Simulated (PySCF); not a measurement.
Molfile (atoms numbered from 1):
```
C5H9NOSi
     RDKit          3D

 17 17  0  0  0  0  0  0  0  0999 V2000
    3.3411   -1.0706   -0.1069 C   0  0  0  0  0  0  0  0  0  0  0  0
    2.3549   -0.4080    0.0694 C   0  0  0  0  0  0  0  0  0  0  0  0
    0.8081    0.5729    0.3565 Si  0  0  1  0  0  4  0  0  0  0  0  0
    1.3609    2.0896    0.5856 O   0  0  0  0  0  0  0  0  0  0  0  0
   -0.5100    0.2357   -0.9737 C   0  0  0  0  0  0  0  0  0  0  0  0
   -1.7870   -0.0145   -0.1688 C   0  0  0  0  0  0  0  0  0  0  0  0
   -1.3857   -0.6786    1.1472 C   0  0  0  0  0  0  0  0  0  0  0  0
   -0.2335    0.0564    1.6303 N   0  0  0  0  0  0  0  0  0  0  0  0
    4.2123   -1.6390   -0.2647 H   0  0  0  0  0  0  0  0  0  0  0  0
    0.7622    2.7801    0.8577 H   0  0  0  0  0  0  0  0  0  0  0  0
   -0.2518   -0.6583   -1.5401 H   0  0  0  0  0  0  0  0  0  0  0  0
   -0.6548    1.0369   -1.6950 H   0  0  0  0  0  0  0  0  0  0  0  0
   -2.5046   -0.6311   -0.7121 H   0  0  0  0  0  0  0  0  0  0  0  0
   -2.2626    0.9413    0.0598 H   0  0  0  0  0  0  0  0  0  0  0  0
   -1.1495   -1.7385    0.9752 H   0  0  0  0  0  0  0  0  0  0  0  0
   -2.1959   -0.6258    1.8814 H   0  0  0  0  0  0  0  0  0  0  0  0
    0.0889   -0.2365    2.5378 H   0  0  0  0  0  0  0  0  0  0  0  0
  1  2  3  0
  3  2  1  6
  3  4  1  0
  3  5  1  0
  5  6  1  0
  6  7  1  0
  7  8  1  0
  8  3  1  0
  1  9  1  0
  4 10  1  0
  5 11  1  0
  5 12  1  0
  6 13  1  0
  6 14  1  0
  7 15  1  0
  7 16  1  0
  8 17  1  0
M  END
```

Geometry: GFN2-xTB; GIAO absolute shieldings from PySCF, gas phase, non-relativistic, averaged over equivalent atoms.

At B97-2/3-21G (94 basis functions, 11 s wall time on 1 thread of an Arm Neoverse V2, shared host):
```
atoms  σ (ppm)
   C1    125.1
   C2    133.3
   C7    166.4
   C6    183.1
   C5    196.6
  Si3    525.2
   O4    316.2
   N8    242.2
  H16    30.11
  H15    30.32
   H9    31.27
  H13    31.46
  H14    31.62
  H10    31.89
  H11    32.59
  H12    32.68
  H17    33.25
```

Q: Predict the values at PBE0/pcSseg-1 on the same geometry.

A: 
```
atoms  σ at PBE0/pcSseg-1  change
   C1                89.2   -35.9
   C2                97.1   -36.2
   C7               139.4   -27.0
   C6               158.7   -24.4
   C5               171.9   -24.7
  Si3               374.3  -150.9
   O4               279.6   -36.6
   N8               208.3   -33.9
  H16               28.55   -1.56
  H15               28.74   -1.58
   H9               30.03   -1.24
  H13               29.82   -1.64
  H14               30.14   -1.48
  H10               29.95   -1.94
  H11               31.11   -1.48
  H12               31.00   -1.68
  H17               30.47   -2.78
```

The largest change is at Si3 (silicon bonded to 2 C, N, O, in a 5-membered ring). Cost: 188 basis functions, 28 s wall time on 1 thread of an Arm Neoverse V2, shared host. The order of the carbon signals is the same at both levels.
